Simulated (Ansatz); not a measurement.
The cluster Si₄⁻ (the lowest doublet isomer of a short search). Total charge -1; doublet. Geometry B3LYP-D4/def2-TZVPD, basis def2-TZVPD, Ansatz.

```xyz
4

Si    1.986    0.050    0.213
Si   -0.011    1.166   -0.174
Si    0.011   -1.166    0.174
Si   -1.986   -0.050   -0.212
```

```json
{"run": "A", "HOMO (eV)": "0.08", "LUMO (eV)": "0.60"}
{"run": "B", "HOMO (eV)": "0.09", "LUMO (eV)": "0.90"}
{"run": "C", "HOMO (eV)": "-0.67", "LUMO (eV)": "1.63"}
{"run": "D", "HOMO (eV)": "-2.36", "LUMO (eV)": "3.30"}
{"run": "E", "HOMO (eV)": "-0.20", "LUMO (eV)": "1.16"}
{"run": "F", "HOMO (eV)": "-1.50", "LUMO (eV)": "2.61"}
```

The structure comes from a short search, and lower isomers may exist.

HOMO and LUMO are taken over both spins.

Task: The runs used CAM-B3LYP, LDA (SPW92), PBE, PBE0, r2SCAN, ωB97X-V. Estimate which is which.

Result: A LDA (SPW92) (0 % exact exchange); B PBE (0 % exact exchange); C PBE0 (25 % exact exchange); D ωB97X-V (range-separated); E r2SCAN (0 % exact exchange); F CAM-B3LYP (range-separated). Exact exchange lowers occupied and raises empty levels; among semilocal functionals meta-GGAs tend to open the gap a little, and such runs are hard to tell apart. The gap grows from 0.53 eV (LDA (SPW92)) to 5.66 eV (ωB97X-V). At LDA (SPW92)/def2-TZVPD, PBE-D4/def2-TZVPD the highest occupied level of the charge -1 doublet lies above zero (up to 0.09 eV). By energy differences its removal costs 2.18 eV (vertical, to the charge 0 singlet, at PBE-D4/def2-TZVPD); a positive level beside a positive removal energy at the same level points to self-interaction error.
